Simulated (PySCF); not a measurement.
## A survey of ³³S NMR shifts

How the numbers were obtained: geometry from GFN2-xTB, PBE0/pcSseg-1 with gauge-including orbitals, in PySCF (a single conformation, no solvent model, relativity neglected, rapidly exchanging positions averaged).

Shieldings were converted by a linear fit to measured shifts: ³³S: δ = 158.28 − 0.937σ (rms 33.3 ppm, 20 shifts vs sulfate, solution or neat liquid). Occasional misses reach two or three times the rms, and more in compound classes unlike the fitted ones.

Problem. Give the ³³S shifts of `O=Cc1ccc(S)cc1`, `c1csc([Si@H]2CC[SiH2]O2)c1`, `CC(=O)OCc1cccs1`.

Solution. 
| compound | environment | δ (ppm) |
| --- | --- | --- |
| O=Cc1ccc(S)cc1 | thiol sulfur | -302 |
| c1csc([Si@H]2CC[SiH2]O2)c1 | aromatic ring sulfur | -82 |
| CC(=O)OCc1cccs1 | aromatic ring sulfur | -88 |

Problem. Order these by ³³S shift, lowest first.
A. c1csc(C2OCCO2)c1
B. C#CC1=CS(=O)(=O)CCC1
C. Oc1cccc([SiH2][SiH2]S)c1
D. [SiH3]/C(=C\S[SiH2]Cl)C(Cl)(Cl)Cl
E. CSCC#CCF

Solution. C (-584 ppm, sulfur bonded to Si, H), D (-371 ppm, sulfur bonded to C, Si), E (-313 ppm, sulfide sulfur), A (-92 ppm, aromatic ring sulfur), B (-44 ppm, sulfone sulfur).
